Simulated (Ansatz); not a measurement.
1,1-dichlorocyclopropane (C3H4Cl2), SMILES ClC1(Cl)CC1.

Coordinates come from a ωB97X-D3(BJ)/def2-SVP optimisation.

Two levels are set side by side: PBE/def2-SVPD (Ansatz, a quantum-chemistry and plane-wave program) and CAM-B3LYP/def2-SVPD (Ansatz). Energy differences of separate SCF runs at the same geometry; the states with an electron removed or added have multiplicity 2 and 2. Differences are taken from unrounded values.

```json
[
 {"quantity": "vertical ionisation energy (eV)", "CAM-B3LYP": "10.27", "PBE": "9.68", "PBE minus CAM-B3LYP": "-0.58"},
 {"quantity": "vertical singlet–triplet gap (eV)", "CAM-B3LYP": "6.21", "PBE": "5.51", "PBE minus CAM-B3LYP": "-0.70"}
]
```
